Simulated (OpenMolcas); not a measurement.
## Cr2+: ligand-field states by method

Cr2+ with 6 ligands (sulfide) in trigonal antiprismatic coordination (D3d) at 2.52 Å, a polar angle of 53.1° against the regular 54.74°. A charge of +1.67 e stands 2.6 Å behind each ligand. Ligand basis ANO-RCC-VDZP.
```
Cr    0.0000    0.0000    0.0000
S     0.0000    2.0150    1.5133
S    -1.7451   -1.0075    1.5133
S     1.7451   -1.0075    1.5133
S     0.0000   -2.0150   -1.5133
S     1.7451    1.0075   -1.5133
S    -1.7451    1.0075   -1.5133
```

```
Program             : OpenMolcas
Basis               : ANO-RCC-VTZP [6s5p3d2f1g]
Scalar Hamiltonian  : DKH2, point nucleus
Active space        : 4 electrons in 5 orbitals (3d)
State averaging     : 2S+1 = 5 even, 5 roots; 2S+1 = 3 even, 45 roots; 2S+1 = 1 even, 50 roots
Spin-orbit coupling : RASSI with atomic mean-field integrals over the reference wave functions
```

I. CASSCF
II. SS-CASPT2, IPEA 0.25 Eh, imaginary shift 0.1 Eh (closed shells correlated: 3s 3p and the ligand valence shells)

Spin-free states (labels of D3, the rotations of D3d) in cm-1, each column counted from its own energy of the first state listed:

```tsv
State	Degeneracy	I	II
5E	2	0	0
5E	2	2458	2510
5A1	1	2467	2960
3A2	1	18163	14700
3E	2	18205	14700
3E	2	18975	14470
3E	2	20233	15220
3A1	1	20234	15180
3E	2	20486	15060
3A2	1	20489	15110
3A2	1	21746	15920
3E	2	21752	16080
3A2	1	22052	15940
3E	2	22895	16910
3A1	1	22921	16900
3A1	1	23676	17540
3E	2	24362	18380
3A2	1	24395	18360
3E	2	24631	18440
3A2	1	24850	19090
```

From I to II, I's first state of the same spin (5E) moves from 2458 to 2510 cm-1, by about +55 cm-1.

From I to II, I's first state of another spin (3A2) moves from 18163 to 14700 cm-1, by about -3500 cm-1. In II another state of that kind comes below it.

χT at 300 K: I 2.84, II 2.85 cm3 K/mol.

Roots that are degenerate in the reference are averaged as groups; the widest CASPT2 spread within a group is 620 cm-1 (the 2-fold group of multiplicity 1 near 58500 cm-1 above the lowest state of its run, II). Shifts and gaps below about the spread of the groups concerned are not significant. Over all roots computed the reference weight is 0.60 to 0.63 in II; a low but even weight reflects the number of correlated electrons. An orbital doublet at a regular site is open to a Jahn-Teller distortion, which this geometry leaves out. The sulfide ions are held by bare point charges, a crude embedding. Ligand-to-metal charge-transfer states are missing. With no ligand orbital active B as a rule stays too high, so bands that hang on it stand too high and its fall with covalency is understated. Without dynamic correlation the repulsion within the d shell is too large (B by tens of per cent), so at a given field states of lower spin stand too high (holds for I). CASSCF with metal d orbitals alone favours high spin, so a ground state of lower spin is not ruled out (holds for I). With metal d orbitals alone and no dynamic correlation the field as a rule comes out too small, by tens of per cent, by up to half for chloride and softer ligands (holds for I). With one d shell and no ligand orbital active, 10Dq can be off by tens of per cent for divalent 3d ions, low with halides held by bare charges and at times high in hosts (holds for II). Free-ion shares, where given, are those of the reference states; single-state CASPT2 does not remix them (holds for II). The distance lies 2 % under the 2.58 Å that this model takes as the normal distance (a Shannon-type radius plus a fixed donor radius); by an R⁻⁵ law this alone changes a d-shell field by about +12 %. No measured value stands beside these numbers; the geometry was imposed, not optimised, and the real ion may take another.
